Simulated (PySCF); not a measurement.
W(O)(S)(NH2)2 (H₄N₂OSW), SMILES [NH2][W]([NH2])(=[S])=[O], multiplicity 1. Coordinates come from a PBE0-D3(BJ)/def2-SVP optimisation. The multiplicity is an assumed one; no other spin state was optimised. The structure was generated by enumeration; whether it is a known compound was not checked. The def2 effective core potentials stand for the cores of W; spin–orbit coupling is left out. One conformer was computed; it need not be the lowest.

Level of theory: PBE0-D3(BJ)/def2-SVP (PySCF).

Harmonic wavenumbers (cm⁻¹): 148, 187, 190, 219, 245, 304, 345, 438, 460, 543, 642, 659, 703, 718, 1026, 1503, 1506, 3586, 3590, 3693, 3693. Rotational constants (GHz): 3.216, 2.167, 1.979; symmetry number 1.

Q: Work out the zero-point energy and the ideal-gas rigid-rotor harmonic-oscillator thermochemistry at 298.15 K and 1 atm.

A: ZPE = ½ Σ hcν = ½ × 24397 cm⁻¹ = 145.93 kJ/mol. H − E(el) = 168.62 kJ/mol. Entropy in J/(mol K): translation 178.28, rotation 115.25, vibration 71.55, total 365.09. G − E(el) = 59.77 kJ/mol. Cp = 118.20 J/(mol K). Modes under 150 cm⁻¹ make the vibrational entropy uncertain.
